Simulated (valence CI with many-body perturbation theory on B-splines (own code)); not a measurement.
# Energy levels of Rb VI

Computed by valence CI with perturbative core correlation (CI+MBPT): four valence electrons over a frozen Dirac-Fock core [Ar] 3d10, radial functions for each j: 11 s, 11 p, 10 d, 8 f, 5 g, 2 h, with the one-electron correlation potential Σ1, the two-electron term Σ2, the three-electron term Σ3, Breit, model QED; selected CI, second order for the rest, scaled by the run's own slope (own B-spline code, finite nucleus).

Set against measurement, 13 paired levels are off by 121 cm⁻¹ on average, the worst by 245. These come from a selection out of Sansonetti, J. Phys. Chem. Ref. Data 35, 301 (2006). Levels without a partner in it may be off by more. Among the levels kept, up to 1100 cm⁻¹ of a level comes from second order outside the variational space, and about a tenth of that is noise between levels of different J, which matters for small intervals.

Levels 136 to 176 of 176, with energies above the lowest level, 4s2.4p2 3P_0. "Leading %" is the weight of the configuration and term that name the level; weights of strongly mixed levels are sums over their largest components and can fall short. Lifetimes count E1, E2, E3, M1 and M2 decay at the calculated energies, and are blank where another channel may lead or the interval is too uncertain; long ones can be off by a factor of two.

| No. | Configuration | Term | J | E (cm⁻¹) | Leading % | g | Lifetime | Second component |
| --- | --- | --- | --- | --- | --- | --- | --- | --- |
| 136 | 4s2.4p.6s | 3P° | 2 | 469220 | 96 | 1.501 | 94.9 ps |  |
| 137 | 4s.4p2.4d | 1F | 3 | 469330 | 74 | 1.006 | 15.0 ps | 12 % 4s2.4p.4f 1F |
| 138 | 4s2.4p.6s | 1P° | 1 | 470110 | 69 | 1.141 | 67.5 ps | 27 % 4s2.4p.6s 3P° |
| 139 | 4s.4p2.5s | 1D | 2 | 472140 | 81 | 1.013 | 118 ps | 7 % 4s2.4d.5s 1D |
| 140 | 4s.4p2.5p | 5D° | 0 | 472950 | 93 |  | 209 ps |  |
| 141 | 4s.4p2.5p | 5D° | 1 | 473070 | 42 | 1.794 | 183 ps | 40 % 4s.4p2.5p 3S° |
| 142 | 4s.4p2.5p | 5D° | 1 | 475320 | 52 | 1.738 | 191 ps | 42 % 4s.4p2.5p 3S° |
| 143 | 4s.4p2.5p | 5D° | 2 | 476510 | 88 | 1.526 | 209 ps | 7 % 4s.4p2.5p 5P° |
| 144 | 4s.4p2.4d | 1D | 2 | 477370 | 74 | 0.997 | 16.0 ps | 5 % 4s2.4p.4f 1D |
| 145 | 4s.4p2.5p | 5D° | 3 | 480220 | 92 | 1.506 | 211 ps | 4 % 4s.4p2.5p 5P° |
| 146 | 4s2.4p.6p | 1P | 1 | 480960 | 43 | 0.977 | 150 ps | 31 % 4s2.4p.6p 3D |
| 147 | 4s.4p2.5p | 5P° | 2 | 481930 | 45 | 1.820 | 226 ps | 37 % 4s.4p2.5p 5S° |
| 148 | 4s.4p2.5p | 5P° | 1 | 482870 | 63 | 1.904 | 208 ps | 24 % 4s.4p2.5p 3D° |
| 149 | 4s2.4p.6p | 3D | 1 | 483170 | 41 | 1.125 | 206 ps | 34 % 4s2.4p.6p 3P |
| 150 | 4s2.4p.6p | 3P | 0 | 483510 | 77 |  | 233 ps | 12 % 4s2.4p.6p 1S |
| 151 | 4s2.4p.6p | 3D | 2 | 484480 | 55 | 1.192 | 248 ps | 19 % 4s2.4p.6p 1D |
| 152 | 4s.4p2.5p | 5D° | 4 | 484680 | 94 | 1.496 | 214 ps |  |
| 153 | 4s.4p2.5p | 3D° | 1 | 484770 | 67 | 1.058 | 210 ps | 24 % 4s.4p2.5p 5P° |
| 154 | 4s2.4d2 | 3F | 2 | 486350 | 65 | 0.683 | 17.0 ps | 11 % 4s.4p2.4d 3F |
| 155 | 4s.4p2.5p | 5P° | 3 | 486470 | 67 | 1.567 | 203 ps | 26 % 4s.4p2.5p 3D° |
| 156 | 4s.4p2.5p | 5S° | 2 | 486490 | 43 | 1.606 | 232 ps | 42 % 4s.4p2.5p 3D° |
| 157 | 4s2.4d2 | 3F | 3 | 486860 | 69 | 1.084 | 17.5 ps | 11 % 4s.4p2.4d 3F |
| 158 | 4s2.4d2 | 3F | 4 | 487550 | 69 | 1.246 | 18.1 ps | 10 % 4s.4p2.4d 3F |
| 159 | 4s.4p2.5p | 3D° | 2 | 488090 | 42 | 1.546 | 219 ps | 35 % 4s.4p2.5p 5P° |
| 160 | 4s2.4p.6p | 1P | 1 | 490720 | 36 | 1.076 | 135 ps | 28 % 4s2.4p.6p 3P |
| 161 | 4s.4p2.5s | 3S | 1 | 491830 | 35 | 1.825 | 89.8 ps | 32 % 4s2.4p.6p 3S |
| 162 | 4s2.4p.6p | 3P | 2 | 492480 | 50 | 1.371 | 155 ps | 30 % 4s2.4p.6p 3D |
| 163 | 4s.4p2.5p | 3D° | 3 | 492590 | 69 | 1.412 | 212 ps | 24 % 4s.4p2.5p 5P° |
| 164 | 4s2.4p.6p | 3D | 3 | 493740 | 94 | 1.334 | 256 ps |  |
| 165 | 4s.4p2.5p | 3P° | 0 | 493750 | 94 |  | 196 ps |  |
| 166 | 4s2.4p.6p | 1D | 2 | 495230 | 57 | 1.099 | 101 ps | 13 % 4s2.4p.6p 3P |
| 167 | 4s.4p2.5p | 3P° | 1 | 495610 | 85 | 1.487 | 195 ps | 5 % 4s.4p2.5p 3S° |
| 168 | 4s2.4d2 | 1G | 4 | 495830 | 48 | 1.008 | 26.6 ps | 28 % 4s2.4p.5f 1G |
| 169 | 4s2.4d2 | 3P | 0 | 496000 | 79 |  | 16.5 ps | 12 % 4s.4p2.4d 3P |
| 170 | 4s2.4d2 | 3P | 1 | 496440 | 65 | 1.556 | 18.0 ps | 10 % 4s.4p2.4d 3P |
| 171 | 4s.4p2.5p | 3P° | 2 | 496500 | 87 | 1.473 | 192 ps | 5 % 4s.4p2.5p 3D° |
| 172 | 4s2.4d2 | 3P | 2 | 496930 | 51 | 1.344 | 17.3 ps | 16 % 4s2.4d2 1D |
| 173 | 4s2.4p.6p | 3S | 1 | 497320 | 35 | 1.806 | 47.4 ps | 27 % 4s.4p2.5s 3S |
| 174 | 4s2.4p.6p | 1S | 0 | 497670 | 43 |  | 64.9 ps | 27 % 4s.4p2.5s 3P |
| 175 | 4s2.4d2 | 1D | 2 | 498460 | 32 | 1.151 | 19.9 ps | 20 % 4s2.4d2 3P |
| 176 | 4s2.4p.6p | 1S | 0 | 501360 | 37 |  | 84.1 ps | 23 % 4s.4p2.5s 1S |

Names give the largest LS component (configuration and term), which can be under half, so a name can repeat, a term be missing and a line seem to break the LS rules; names also repeat where a configuration has a term twice.

Where two levels of one J and parity lie close, their mixing, g and order are uncertain.
